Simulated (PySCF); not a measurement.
## How methods differ on the ionisation energy of Cu¹¹⁺

Cu¹¹⁺ [Ar] (1S) → Cu¹²⁺ [Ne] 3s2 3p5 (2P), as a difference of total energies. All numbers are calculated (PySCF 2.14, the spin-free X2C one-electron Hamiltonian (Gaussian nucleus), in an even-tempered Gaussian basis (19 s from 0.69 bohr⁻², ratio 2.5; 12 p from 0.9 bohr⁻², ratio 2.5; 5 d from 6.3 bohr⁻², ratio 2.7; 4 f from 9.5 bohr⁻², ratio 2.7)). Correlated levels: outer shells: 1s2 frozen; virtual orbitals above 40 to 60 times the deepest correlated orbital energy dropped. The calculations carry no spin-orbit coupling.

**Question.** Order these methods by the ionisation energy they give, lowest first.
A. PW91
B. PBE
C. M06
D. SCS-MP2 (outer shells)

**Answer.** D (367.68 eV), B (368.15 eV), A (368.35 eV), C (368.68 eV).

A first-order spin-orbit estimate (lowest level to lowest level, LS coupling) adds -1.141 eV.

For comparison: 367 ± 0.9 eV (semi-empirical (NIST evaluation); NIST Atomic Spectra Database, ionization energies).
